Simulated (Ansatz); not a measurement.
# Calibrating MP2/def2-TZVPP on S-containing molecules

The vertical ionisation energy (cation less neutral) in eV of 7 S-containing molecules: x at MP2/def2-TZVPP, y at CCSD(T)/def2-TZVPP. Shapes, held fixed at every level: PBE0-D4/def2-TZVP. Flexible molecules stand in one conformer, not always the lowest. Programs: Ansatz 0.2.0.

| molecule | x (eV) | y (eV) |
| --- | --- | --- |
| C4H6S3 (1,3-dithiane-2-thione) | 8.33 | 8.18 |
| C3H6S (thietane) | 8.72 | 8.61 |
| C5H8OS (dihydro-2H-thiopyran-3(4H)-one) | 8.90 | 8.70 |
| C6H14OS (dipropyl sulfoxide) | 9.01 | 8.52 |
| C5H12S (3-methyl-2-butanethiol) | 9.04 | 8.96 |
| C5H12S (2-methyl-1-butanethiol) | 9.13 | ? |
| C5H12S (3-methyl-1-butanethiol) | 9.14 | 9.06 |

Problem. Fit y = c + s·x to the known rows and predict y for C5H12S (2-methyl-1-butanethiol).

Solution. 
1. Means of the 6 rows: x = 8.8567, y = 8.672.
2. Σ(Δx)² = 0.43533, Σ(Δx·Δy) = 0.40823, so the slope is 0.40823/0.43533 = 0.93775.
3. Intercept: 8.672 − (0.93775) × 8.8567 = 0.367. The largest residual of the fit is 0.30.
4. C5H12S (2-methyl-1-butanethiol): 0.367 + 0.93775 × 9.13 = 8.93 eV.

CCSD(T)/def2-TZVPP gives 9.04 eV, so the prediction is off by -0.11 eV, within the largest residual. Uncorrected, MP2/def2-TZVPP misses it by +0.09 eV, and the other rows by 0.19 on average. The line makes this one worse. Left out in turn, the other rows are missed by 0.14 eV on average. Cations run unrestricted.
